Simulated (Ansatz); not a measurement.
One change: `C[SiH2][B](C)[AlH2]` becomes `C[B](C)[AlH2]`.

Ansatz, PBE0-D4/def2-TZVP geometries, multiplicity 1. Each molecule was computed in one conformer, which needn't be the lowest.

```json
{"property": "LUMO energy (ωB97M-V/def2-TZVPP) / eV", "`C[SiH2][B](C)[AlH2]`": "-0.15"}
{"property": "HOMO energy (ωB97M-V/def2-TZVPP) / eV", "`C[SiH2][B](C)[AlH2]`": "-8.65"}
{"property": "LUMO energy (B3LYP/def2-TZVPP) / eV", "`C[SiH2][B](C)[AlH2]`": "-2.24"}
{"property": "LUMO energy (PBE/def2-TZVPP) / eV", "`C[SiH2][B](C)[AlH2]`": "-3.02"}
{"property": "HOMO energy (B3LYP/def2-TZVPP) / eV", "`C[SiH2][B](C)[AlH2]`": "-6.44"}
{"property": "HOMO energy (PBE0/def2-TZVPP) / eV", "`C[SiH2][B](C)[AlH2]`": "-6.60"}
```

**Question.** What does the change do to each property? (Best estimate.)

**Answer.** Computed: 
```csv
property,`C[B](C)[AlH2]`,shift
LUMO energy (ωB97M-V/def2-TZVPP) / eV,0.15,0.30
HOMO energy (ωB97M-V/def2-TZVPP) / eV,-8.84,-0.19
LUMO energy (B3LYP/def2-TZVPP) / eV,-1.62,0.62
LUMO energy (PBE/def2-TZVPP) / eV,-2.18,0.84
HOMO energy (B3LYP/def2-TZVPP) / eV,-6.57,-0.13
HOMO energy (PBE0/def2-TZVPP) / eV,-6.74,-0.14
```

With PBE0 the HOMO falls by 0.14 eV and the LUMO rises by 0.69 eV, so the gap widens by about 0.83 eV. PBE moves the HOMO by -0.08 eV and ωB97M-V by -0.19 eV.

B3LYP here is the variant with VWN-RPA as its local correlation; programs differ in this.
